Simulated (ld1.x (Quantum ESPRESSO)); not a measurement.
## Pseudopotential generation for zinc: RRKJ, PBE, scalar-relativistic.

Zn, norm-conserving RRKJ (Kleinman–Bylander form), made with ld1.x (Quantum ESPRESSO) 7.5 (PBE, scalar-relativistic). Core [Ne], reference 3s2 3p6 3d10 4s1 4p1. Waves: 3s (bound): rc 0.95 bohr; 3p (bound): rc 1.15 bohr; 3d (bound): rc 0.95 bohr. Local part: the d channel. Core correction: none.

Occupied shells without a wave of their own: 4p, 4s. They enter only through the test configuration that unscreens the potential.

All-electron outer shells of the reference configuration (PBE, scalar-relativistic, ld1.x):

```tsv
shell	level (eV)	outermost node (bohr)	outermost maximum (bohr)
2s	-1160.46	0.07	0.19
2p	-1006.17	–	0.15
3s	-131.48	0.28	0.59
3p	-85.65	0.25	0.59
3d	-12.34	–	0.57
4s	-7.40	0.85	2.04
4p	-2.10	0.92	2.89
```

Problem. Does the generator finish with these settings?

Solution. Yes, a potential is produced.

Problem. Estimate the cutoffs (Ry, on a coarse ladder) from which the occupation-weighted sum of valence levels, in a spherical-Bessel basis at the reference potential, stays within 10 and 1 mRy of its value at 400 Ry.

Solution. 260 Ry and over 300 Ry.

Problem. Does the potential have ghost states?

Solution. No extra level below or beside the all-electron valence levels (s, p, d, f tested).

Problem. Which valence shell sets the plane-wave cutoff?

Solution. 3d: its level needs 260 Ry to come within 1 mRy, against 200 Ry for 4s.

Problem. Tests: 3s2 3p6 3d10 4s2 4p0; 3s2 3p6 3d10 4s1 4p0; 3s2 3p6 3d10 4s0 4p0; 3s2 3p6 3d8 4s0 4p0; 3s2 3p6 3d10 4s0 4p1; 3s2 3p6 3d10 4s1.5 4p0; 3s2 3p6 3d9 4s2 4p0. Which has the largest error in its energy relative to the reference configuration, and how large is it?

Solution. 3s2 3p6 3d8 4s0 4p0, with -1088 meV (all-electron minus pseudo) on +125.59 eV.
